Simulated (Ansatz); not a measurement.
One change: `CCC(O)O` becomes `OC(O)N[SiH3]`.

Ansatz, PBE0-D4/def2-TZVP geometries, multiplicity 1. Each molecule was computed in one conformer, which needn't be the lowest.

| property | `CCC(O)O` |
| --- | --- |
| LUMO energy (B3LYP/def2-TZVPP) / eV | 0.72 |
| HOMO energy (B3LYP/def2-TZVPP) / eV | -7.86 |
| HOMO–LUMO gap (ωB97M-V/def2-TZVPP) / eV | 13.07 |
| HOMO energy (PBE/def2-TZVPP) / eV | -6.40 |
| HOMO–LUMO gap (B3LYP/def2-TZVPP) / eV | 8.58 |
| LUMO energy (PBE0/def2-TZVPP) / eV | 1.10 |

Problem. What does the change do to each property? (An estimate is asked.)

Solution. Computed: 
```csv
property,`OC(O)N[SiH3]`,shift
LUMO energy (B3LYP/def2-TZVPP) / eV,0.19,-0.53
HOMO energy (B3LYP/def2-TZVPP) / eV,-7.37,0.49
HOMO–LUMO gap (ωB97M-V/def2-TZVPP) / eV,11.94,-1.13
HOMO energy (PBE/def2-TZVPP) / eV,-6.18,0.22
HOMO–LUMO gap (B3LYP/def2-TZVPP) / eV,7.56,-1.02
LUMO energy (PBE0/def2-TZVPP) / eV,0.45,-0.65
```

With PBE0 the HOMO rises by 0.50 eV and the LUMO falls by 0.65 eV, so the gap narrows by about 1.15 eV. PBE moves the HOMO by 0.22 eV and ωB97M-V by 0.63 eV.

B3LYP here is the variant with VWN-RPA as its local correlation; programs differ in this.
